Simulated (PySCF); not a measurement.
Compound: C3H5ClN2Si.
Z-matrix (Å and degrees, PBE0-D3(BJ)/def2-SVP geometry), rows numbered from 1:
```
Si
N   1  1.7860
C   2  1.3762  1  128.20
N   3  1.3049  2  112.84  1   179.44
C   4  1.3677  3  106.03  2    -0.02
C   5  1.3708  4  109.17  3    -0.01
Cl  6  1.7101  2  120.72  1     0.63
H   1  1.4865  2  109.73  3   118.95
H   1  1.4873  2  104.06  3    -0.09
H   1  1.4865  2  109.65  3  -119.12
H   3  1.0906  2  121.51  1    -0.59
H   5  1.0884  4  123.01  3  -179.98
```

Computed at PBE0/pcSseg-1 (PySCF, non-relativistic), with Q(14N) = 0.02044 b, Q(35Cl) = −0.0817 b: N2, 14N (I = 1): χzz = -2.171 MHz, η = 0.672; N4, 14N (I = 1): χzz = -4.551 MHz, η = 0.101; Cl7, 35Cl (I = 3/2): χzz = -77.14 MHz, η = 0.015.

**Question.** Where would the pure quadrupole (NQR) lines of 14N at N2 fall for the rigid, isolated species?

**Answer.** From ν± = (3/4)|χ|(1 ± η/3) and ν0 = |χ|η/2: ν+ 1.993 MHz, ν− 1.263 MHz, ν0 0.730 MHz (pyrrole-type nitrogen).

**Question.** Find the zero-field quadrupole resonance frequencies of 14N at N4.

**Answer.** From ν± = (3/4)|χ|(1 ± η/3) and ν0 = |χ|η/2: ν+ 3.528 MHz, ν− 3.298 MHz, ν0 0.230 MHz (pyridine-type nitrogen).

**Question.** Find the zero-field quadrupole resonance frequencies of 35Cl at Cl7.

**Answer.** From ν = (|χ|/2)√(1 + η²/3): ν = 38.57 MHz (aryl chlorine). For 37Cl the ratio of quadrupole moments, 0.7881, gives 30.40 MHz.

**Question.** Apply the simplest Townes–Dailey estimate (no s hybridisation, no π bonding), ionic character = 1 − χzz/χ0, where χ0 is the coupling for one missing p electron along the bond: −109.74 MHz for 35Cl.

**Answer.** Cl7 on C6: 1 − (-77.14)/(-109.74) = 0.30. In this model a purely covalent bond gives χ0 and a free halide ion gives zero; s hybridisation or π bonding, where present, is counted here as ionic character.

In a crystal, neighbours and librations shift these lines. These gradients aren't converged with respect to the basis.
